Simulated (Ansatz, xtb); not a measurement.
Isomers of C3H4ClF3 in order of energy

5 gas-phase structures of C3H4ClF3, from a drawn sample of its isomers (lower ones may exist). Each was relaxed with GFN2-xTB; where two conformers were screened, the lower at r2SCAN-D4/def2-SVP is listed:

A. `C[C@](F)(Cl)C(F)F`, a singlet
B. `C[C@H](F)C(F)(F)Cl`, a singlet
C. `FC(F)(F)CCCl`, a singlet
D. `FC(F)C[C@H](F)Cl`, a singlet
E. `C[C@H](Cl)C(F)(F)F`, a singlet

Make a reasoned guess at their ranking by r2SCAN-D4/def2-SVP single-point energy.

Calculated order at r2SCAN-D4/def2-SVP: C (0.0), E (0.1), A (11.7), B (12.3), D (14.2) kcal/mol. Less than 1 kcal/mol parts C and E; A and B, so the order within those pairs means little.

Energies above the lowest of each column, in kcal/mol; the last columns are at PBE0-D3(BJ)/def2-SVP geometries (a dash: not run or not comparable):

```json
{"structure": "C", "GFN2-xTB": "0.0", "HF/STO-3G": "0.0", "r2SCAN-D4/def2-SVP": "0.0", "PBE0-D3(BJ)/def2-SVP": "0.0", "CCSD(T)/def2-SVP + ΔMP2/def2-TZVPP": "0.0"}
{"structure": "E", "GFN2-xTB": "1.0", "HF/STO-3G": "1.5", "r2SCAN-D4/def2-SVP": "0.1", "PBE0-D3(BJ)/def2-SVP": "0.7", "CCSD(T)/def2-SVP + ΔMP2/def2-TZVPP": "1.0"}
{"structure": "A", "GFN2-xTB": "7.2", "HF/STO-3G": "12.7", "r2SCAN-D4/def2-SVP": "11.7", "PBE0-D3(BJ)/def2-SVP": "12.6", "CCSD(T)/def2-SVP + ΔMP2/def2-TZVPP": "11.3"}
{"structure": "B", "GFN2-xTB": "8.4", "HF/STO-3G": "10.5", "r2SCAN-D4/def2-SVP": "12.3", "PBE0-D3(BJ)/def2-SVP": "13.2", "CCSD(T)/def2-SVP + ΔMP2/def2-TZVPP": "–"}
{"structure": "D", "GFN2-xTB": "6.6", "HF/STO-3G": "13.0", "r2SCAN-D4/def2-SVP": "14.2", "PBE0-D3(BJ)/def2-SVP": "14.1", "CCSD(T)/def2-SVP + ΔMP2/def2-TZVPP": "–"}
```

Every level run on C puts it lowest or level with the lowest. Flexible structures stand in one conformer each, not always the lowest. Frequencies (GFN2-xTB) were run for A, C, E alone. ΔMP2 is the change of the MP2 energy from the smaller to the larger basis.

Over these structures GFN2-xTB departs from r2SCAN-D4/def2-SVP by 2.8 kcal/mol on average once a common shift is removed. A GFN2-xTB relaxation took about 0.096 s and the r2SCAN-D4/def2-SVP energy about 2.2 s on a shared host (Ansatz 0.2.0, xtb 6.7.1).
